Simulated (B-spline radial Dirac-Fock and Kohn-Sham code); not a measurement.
**Neutral zirconium: differential elastic cross section for electrons at 200 eV**

Model: relativistic (Dirac) partial waves in the static field of the Dirac-Fock atom with Furness-McCarthy exchange, without polarisation or absorption potentials. Program: an atomic code on a B-spline grid. Below a few hundred eV the neglected polarisation potential matters, most of all at small angles.

Input file task.json (cfg lists n, l and occupation; rrms is the nuclear radius in fm):

```json
{"items": [{
  "Z": 40,
  "q": 0,
  "cfg": [[1, 0, 2], [2, 0, 2], [2, 1, 6], [3, 0, 2], [3, 1, 6], [3, 2, 10], [4, 0, 2], [4, 1, 6], [4, 2, 2], [5, 0, 2]],
  "A": 90,
  "rrms": 4.2694,
  "do": "elastic",
  "energies": [[200, 0]],
  "theta": [0, 1, 2, 3, 5, 7, 10, 15, 20, 25, 30, 40, 50, 60, 70, 80, 90, 100, 110, 120, 130, 140, 150, 160, 170, 180]
}]}
```

Run with: `python xray2_run.py task.json out`

```tsv
θ (°)	dσ/dΩ (Å²/sr)	Sherman function
0	46.6	0.000
1	46.0	0.000
2	44.3	0.000
3	41.6	0.000
5	34.3	0.000
7	26.3	0.000
10	16.1	0.001
15	6.77	0.001
20	3.11	0.001
25	1.49	-0.001
30	0.696	-0.007
40	0.202	-0.025
50	0.248	0.001
60	0.290	0.019
70	0.186	0.037
80	0.0424	0.089
90	0.00481	-0.253
100	0.0977	-0.051
110	0.213	-0.028
120	0.229	-0.020
130	0.133	-0.021
140	0.0295	-0.052
150	0.0407	-0.029
160	0.192	-0.006
170	0.382	-0.002
180	0.467	0.000
```

The total elastic cross section is 7.23 Å², the first transport cross section 1.89 Å² and the second, weighted with (3/2) sin²θ, 2.21 Å². The mean deflection is ⟨1 − cos θ⟩ = 0.261, and 12 % of the collisions scatter beyond 90°.

On this grid of angles the cross section has minima near 40°, 90°, 140°, from interference among the few low partial waves with large phase shifts.

Values without a named source are computed, but for edge energies of neutral atoms, which are taken from tables.
